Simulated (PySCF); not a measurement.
Input of a run (PBE0-D3(BJ)/def2-SVP geometry optimisation, gas phase (PySCF 2.14.0)), started from GFN2-xTB:
```
{"job": {"xc": "PBE0", "basis": "def2-SVP", "d3": "d3bj", "grid": 1, "kind": "geom"}, "charge": 0, "multiplicity": 1}
C      1.551180    -0.532968    -0.065303
C      0.985706     0.515856    -0.634500
O     -0.307578     0.890377    -0.532316
Ge    -1.591639     0.095813     0.376714
H      2.593203    -0.748895    -0.207117
H      0.978148    -1.202745     0.558596
H      1.545379     1.198852    -1.264964
H     -1.792677    -1.296855    -0.146847
H     -1.237408     0.069031     1.835235
H     -2.715432     1.016187     0.057974
```

Output (energies in Eh, forces in Eh/bohr):
```
step   0  E = -2231.20812559  max force = 0.021395
step   1  E = -2231.21133636  max force = 0.013976
step   2  E = -2231.21162296  max force = 0.005539
step   3  E = -2231.21138327  max force = 0.009327
step   4  E = -2231.21199429  max force = 0.001070
step   5  E = -2231.21200095  max force = 0.000408
optimisation converged
```

Question: Summarise the run.

Answer: The energy falls by 0.105 eV over 6 energy and gradient evaluations, the largest force component goes from 0.0214 to 4.1e-04 Eh/bohr, and the atoms move by 0.067 Å rms after alignment. Among the bonds, O3–Ge4 and Ge4–H10 change most and about equally (+0.042 to +0.043 Å). Bonds longer at the end by more than 0.005 Å: 8 of 9; shorter: 1. Among the angles that change most is C2–O3–Ge4, from 127.7° to 123.0°. The energy rose by more than 1e-6 Eh at step 3. The first step brought 83 % of the lowering.

Question: What are the final bond lengths?

Answer: C1=C2 1.338 Å, C2–O3 1.341 Å, O3–Ge4 1.805 Å, C1–H5 1.091 Å, C1–H6 1.094 Å, C2–H7 1.097 Å, Ge4–H8 1.538 Å, Ge4–H9 1.538 Å, Ge4–H10 1.531 Å. Numbering counts from 1 in the input's order; the species is `C=C[O][GeH3]`.

The run used 104 basis functions and 43 SCF cycles in all.

No frequency check. The numbers are those of one conformer.

Shape of the structure used: `[CH2:1]=[CH:2][O:3][GeH3:4]`: C1–C2–O3–Ge4 1°.
